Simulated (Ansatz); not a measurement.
CH4AlNOSi, SMILES `[OH][Al]1[CH]=N[SiH2]1`. Total charge 0; spin multiplicity 1.

```xyz
9

O     1.515   -2.013    1.023
Al    0.540   -0.779    0.402
C    -1.418   -0.385    0.405
N    -1.464    0.713   -0.250
Si    0.142    1.293   -0.793
H     2.465   -2.085    0.949
H    -2.357   -0.814    0.777
H     0.413    2.648   -0.236
H     0.166    1.423   -2.277
```

What are the harmonic wavenumbers in cm⁻¹ at PBE0-D4/def2-TZVP (Ansatz, finite differences of forces, unscaled)? (Estimate.)

Ansatz gave: 76, 160, 258, 321, 331, 413, 456, 542, 656, 660, 674, 764, 884, 884, 954, 1277, 1592, 2203, 2208, 3035, 3960.

Is this a minimum?

Yes, all 21 modes are real.

Give the ideal-gas thermochemistry at 298.15 K and 1 bar (rigid rotor, harmonic oscillator; point group Cs, symmetry number 1).

Zero-point energy 133.4 kJ/mol; H(298) − E = 154.0 kJ/mol; entropy 341.3 J/(mol·K), of which translation 166.4, rotation 113.0, vibration 61.9; G(298) − E = 52.2 kJ/mol. Modes under 100 cm⁻¹ are hindered rotations or soft bends, so the harmonic entropy is rough.

And at 400, 500, 600, 800 and 1000 K?


```
T (K)  H − E (kJ/mol)  S (J/mol/K)  G − E (kJ/mol)
  400           166.0        375.8            15.7
  500           179.3        405.5           -23.4
  600           193.8        431.9           -65.3
  800           225.2        476.9          -156.3
 1000           258.9        514.4          -255.6
```

Rotational constants (cm⁻¹)?

0.2217, 0.07142, 0.05503.
